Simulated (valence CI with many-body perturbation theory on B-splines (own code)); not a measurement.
# Pm XIII: E2, M1 decay

Calculated by valence CI with perturbative core correlation (CI+MBPT): three valence electrons over a frozen Dirac-Fock core [Kr] 4d10, a basis of 7 s, 7 p, 7 d, 7 f, 4 g, 2 h functions for each j, with the one-electron correlation potential Σ1, the two-electron term Σ2, the three-electron term Σ3, Breit, model QED; selected CI, second order for the rest, scaled by the run's own slope (own B-spline code, finite nucleus).

No measured levels were compared; by estimate terms of the open shell hold to a few per cent of their energy, and close levels can change places; configurations with another count of f electrons can be misplaced by thousands of cm⁻¹.

Lines 1 to 33 of 33 in falling wavelength, among levels below 483520 cm⁻¹, chosen from the decays that carry over 1 % of a level's rate. Wavelengths and rates use the calculated energies, so an error of 2000 cm⁻¹ moves a line at 30360 Å by 61 % and its rate by three times that or more. Electric multipoles are in the length gauge, E1 and E2 with the static RPA response of the core. S is in atomic units (e²a₀⁴ for E2 and M2, e²a₀⁶ for E3), for M1 in squared Bohr magnetons. Weak lines are less certain than strong ones. Lines between different terms over intervals too small for the method are left out, as are lines whose strength nearly cancels. Where a level lies close to another of its J and parity, the split of strength between their lines is uncertain. Intervals below about 2000 cm⁻¹, as at the head of this list, are uncertain by tens of per cent.

Names give the largest LS component (configuration and term), which can be under half, so a name can repeat, a term be missing and a line seem to break the LS rules; names also repeat where a configuration has a term twice.

```tsv
λ vac (Å)	Upper	Lower	Type	A (s⁻¹)	S (a.u.)
46410	4f3 2L°_17/2	4f3 2L°_15/2	M1	1.22e-01	8.16e+00
36330	4f2 5s 4H_11/2	4f2 5s 4H_9/2	M1	9.61e-01	2.05e+01
31890	4f2 5s 4H_13/2	4f2 5s 4H_11/2	M1	9.45e-01	1.59e+01
30360	4f2 5s 4P_1/2	4f2 5s 2D_3/2	M1	9.31e-02	1.93e-01
20290	4f2 5s 2H_11/2	4f2 5s 2H_9/2	M1	1.10e+00	4.07e+00
19420	4f 5s2 2F°_7/2	4f 5s2 2F°_5/2	M1	1.59e+00	3.44e+00
15130	4f2 5s 2H_11/2	4f2 5s 4F_9/2	M1	8.26e-01	1.27e+00
9430	4f2 5s 2H_11/2	4f2 5s 4H_13/2	M1	7.72e-01	2.88e-01
7278	4f2 5s 2H_11/2	4f2 5s 4H_11/2	M1	6.71e-02	1.15e-02
6782	4f2 5s 2P_1/2	4f2 5s 2D_3/2	M1	1.71e+00	3.95e-02
6447	4f3 2L°_17/2	4f3 2K°_15/2	M1	1.93e+00	3.45e-01
6063	4f2 5s 2H_11/2	4f2 5s 4H_9/2	M1	4.00e-01	3.96e-02
4906	4f2 5s 2I_13/2	4f2 5s 2H_11/2	M1	4.53e-01	2.77e-02
4890	4f2 5s 2I_11/2	4f2 5s 2H_11/2	M1	1.41e+00	7.35e-02
3940	4f2 5s 2I_11/2	4f2 5s 2H_9/2	M1	9.75e-01	2.65e-02
3855	4f2 5s 4P_1/2	4f2 5s 4F_5/2	E2	8.64e-02	1.31e-01
3696	4f2 5s 2I_11/2	4f2 5s 4F_9/2	M1	4.42e-01	9.92e-03
3679	4f2 5s 4P_1/2	4f2 5s 4F_3/2	E2	1.59e-01	1.91e-01
3679	4f2 5s 4P_1/2	4f2 5s 4F_3/2	M1	2.82e-02	1.04e-04
3227	4f2 5s 2I_13/2	4f2 5s 4H_13/2	M1	2.90e+00	5.05e-02
2931	4f2 5s 2I_13/2	4f2 5s 4H_11/2	M1	2.22e+00	2.90e-02
2925	4f2 5s 2I_11/2	4f2 5s 4H_11/2	M1	8.70e-01	9.68e-03
2707	4f2 5s 2I_11/2	4f2 5s 4H_9/2	M1	1.36e+00	1.20e-02
2619	4f3 2L°_17/2	4f3 4I°_15/2	M1	5.29e-02	6.34e-04
2327	4f 5s 5p 4G_11/2	4f 5s 5p 4F_9/2	M1	8.99e+02	5.04e+00
1949	4f 5s 5p 4D_1/2	4f 5s 5p 4F_3/2	M1	1.00e+03	5.49e-01
925.5	4f 5s 5p 4D_1/2	4f2 5s 4P_3/2	E2	1.92e+02	2.32e-01
865.9	5s2 5p 2P°_1/2	4f 5s2 2F°_5/2	E2	5.74e+02	4.99e-01
764.3	4f 5s 5p 4G_11/2	4f2 5s 4F_9/2	E2	2.84e+01	7.93e-02
741.7	4f 5s 5p 4G_11/2	4f2 5s 4H_13/2	E2	7.13e+02	1.72e+00
739.2	4f 5s 5p 4D_1/2	4f2 5s 4F_5/2	E2	4.69e+02	1.85e-01
732.5	4f 5s 5p 4D_1/2	4f2 5s 4F_3/2	E2	3.18e+02	1.20e-01
724.8	4f 5s 5p 4G_11/2	4f2 5s 4H_11/2	E2	1.12e+02	2.40e-01
```
